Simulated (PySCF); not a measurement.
F2W, neutral, multiplicity 5. Atoms are numbered in the order given.

```xyz
3

W      0.0000     0.0000     0.1202
F      0.0000     1.7923    -0.4944
F      0.0000    -1.7923    -0.4944
```
Charge 0, spin multiplicity 5.

Geometry: B3LYP-D3(BJ)/def2-TZVP. The spin state was assumed, not searched. The def2 effective core potentials stand for the cores of W; spin–orbit coupling is left out.

Computed with PBE/def2-TZVPD run with PySCF.

Gas-phase values at a fixed geometry.

| Quantity | Result |
|---|---|
| total energy | -266.73295 hartree |
| point group | C2v |
| α spin, highest occupied and lowest empty level | -4.31 and -3.65 eV |
| β spin, highest occupied and lowest empty level | -9.67 and -3.75 eV |
| dipole moment | 1.32 D |
| quadrupole, principal values (traceless, Buckingham form, about the centre of nuclear charge) | -8.38, 4.06, 4.32 D·Å |
| mean static polarisability | 46.3 bohr³ (6.86 Å³) |
| polarisability, principal values | 44.4, 46.4, 48.0 bohr³ |
| ⟨S²⟩ | 6.009 (pure state 6.00) |
